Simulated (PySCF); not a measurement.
K (SMILES [K]), doublet. Base run: DF-BLYP/def2-SV(P) in PySCF.

Here is a job for PySCF.
```python
from pyscf import gto, scf, dft

mol = gto.M(
    atom='''
K     0.00000000    0.00000000    0.00000000
''',
    basis='def2-sv(p)',
    spin=1,
    verbose=4,
)

mf = dft.UKS(mol)
mf.xc = 'blyp'
mf = mf.density_fit(auxbasis='def2-universal-jkfit')
mf.kernel()
mf.analyze()
```

Each row names what was changed in the base input (with any setting that the change needs).

```json
[
 {"change": "base", "basis functions": "24", "E (Eh)": "-599.82838", "HOMO (eV)": "-2.44"},
 {"change": "basis = LANL2DZ", "basis functions": "12", "E (Eh)": "-28.07911", "HOMO (eV)": "-2.50"},
 {"change": "basis = 3-21G", "basis functions": "17", "E (Eh)": "-596.88188", "HOMO (eV)": "-2.43"},
 {"change": "basis = 6-31G", "basis functions": "17", "E (Eh)": "-599.86968", "HOMO (eV)": "-2.44"},
 {"change": "basis = pcseg-0", "basis functions": "19", "E (Eh)": "-598.69622", "HOMO (eV)": "-2.51"},
 {"change": "basis = 6-31G*", "basis functions": "22", "E (Eh)": "-599.86968", "HOMO (eV)": "-2.44"},
 {"change": "basis = pcseg-1", "basis functions": "24", "E (Eh)": "-599.84822", "HOMO (eV)": "-2.39"},
 {"change": "basis = def2-SVP", "basis functions": "24", "E (Eh)": "-599.82838", "HOMO (eV)": "-2.44"},
 {"change": "basis = pc-2", "basis functions": "33", "E (Eh)": "-599.92757", "HOMO (eV)": "-2.40"},
 {"change": "basis = aug-pcseg-1", "basis functions": "33", "E (Eh)": "-599.84825", "HOMO (eV)": "-2.39"},
 {"change": "basis = def2-TZVPP", "basis functions": "33", "E (Eh)": "-599.90723", "HOMO (eV)": "-2.41"},
 {"change": "basis = 6-311++G**", "basis functions": "43", "E (Eh)": "-599.91091", "HOMO (eV)": "-2.41"},
 {"change": "basis = def2-QZVPP", "basis functions": "70", "E (Eh)": "-599.92182", "HOMO (eV)": "-2.40"}
]
```

Totals compare only among sets that treat the same electrons; sets with core potentials leave the core out.

Open shells are given as the SCF converged; they aren't shown to be the lowest states, and a large step between rows can be another state.
